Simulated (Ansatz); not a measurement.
Consider the formal exchange of groups at a B–O bond: `OCBO[SiH3]` + `CC(C)C` → `CBCO` + `CC(C)O[SiH3]`.

Program: Ansatz. Geometries: PBE0-D4/def2-TZVP. ΔE: electronic, gas phase. CCSD(T)/CBS is the MP2 limit (def2-TZVPP, def2-QZVPP) plus CCSD(T) − MP2 in def2-TZVPP, frozen cores. Functionals use def2-TZVPP. B3LYP here is the variant with VWN-RPA as its local correlation; programs differ in this. Each species was taken in one conformer, which may not be the lowest.

| level | ΔE (kJ/mol) |
| --- | --- |
| ωB97M-V | 157.2 |
| B3LYP | 158.1 |
| SCS-MP2/def2-QZVPP | 168.3 |
| HF/CBS(def2) | 168.5 |

**Question.** What does CCSD(T)/CBS give? (An estimate is asked.)

**Answer.** The calculation gave: +162.9 kJ/mol. The listed levels differ from it by -5.7, -4.8, 5.4, 5.6 kJ/mol.

Largest T1 diagnostic among the species: 0.012.

From PBE to PBE0 (25 % exact exchange), in def2-TZVPP and without D4, ΔE moves by +5.2 kJ/mol.
